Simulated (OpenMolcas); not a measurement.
Cr2+ (d4) in a complex was computed by CASSCF with the d shell active (OpenMolcas, ANO-RCC-VDZP on the metal). Its lowest spin-free states, and all those of the highest spin:

```json
{"2S+1": "5", "Degeneracy": "3", "E (cm-1)": "0.0"}
{"2S+1": "5", "Degeneracy": "2", "E (cm-1)": "2114"}
{"2S+1": "3", "Degeneracy": "3", "E (cm-1)": "17694"}
{"2S+1": "3", "Degeneracy": "3", "E (cm-1)": "18458"}
{"2S+1": "3", "Degeneracy": "3", "E (cm-1)": "19447"}
{"2S+1": "3", "Degeneracy": "2", "E (cm-1)": "20036"}
{"2S+1": "3", "Degeneracy": "3", "E (cm-1)": "21247"}
{"2S+1": "3", "Degeneracy": "3", "E (cm-1)": "21971"}
{"2S+1": "3", "Degeneracy": "3", "E (cm-1)": "22744"}
{"2S+1": "3", "Degeneracy": "1", "E (cm-1)": "22989"}
{"2S+1": "3", "Degeneracy": "3", "E (cm-1)": "23418"}
{"2S+1": "3", "Degeneracy": "2", "E (cm-1)": "24294"}
```

**Question.** Is the site octahedral, tetrahedral or cube-like, axial, or of lower symmetry?

**Answer.** The states with 2S+1 = 5 have orbital degeneracies 3, 2. Threefold states need a cubic site. For d4 at this spin an octahedron puts the twofold E below the threefold T2 and a tetrahedron or cube puts the threefold T2 below the twofold E, so the site is a tetrahedron or a cube, which this pattern cannot tell apart. The first gap at this spin, 2110 cm-1, is |10Dq| in ligand-field theory. The run had Cr2+ with 4 ligands (bromide) in tetrahedral coordination (Td) at 2.58 Å. A charge of +0.5 e stands 2.4 Å behind each ligand. Ligand basis ANO-RCC-VDZP.

An orbital triplet at a regular site is open to Jahn-Teller coupling, which can distort the site and quench the lowest spin-orbit gaps and is left out. Without dynamic correlation the repulsion within the d shell is too large (B by tens of per cent), so at a given field states of lower spin stand too high. Ligand-to-metal charge-transfer states are missing. With no ligand orbital active B as a rule stays too high, so bands that hang on it stand too high and its fall with covalency is understated. With metal d orbitals alone and no dynamic correlation the field as a rule comes out too small, by tens of per cent, by up to half for chloride and softer ligands. No measured value stands beside these numbers; the geometry was imposed, not optimised, and the real ion may take another.
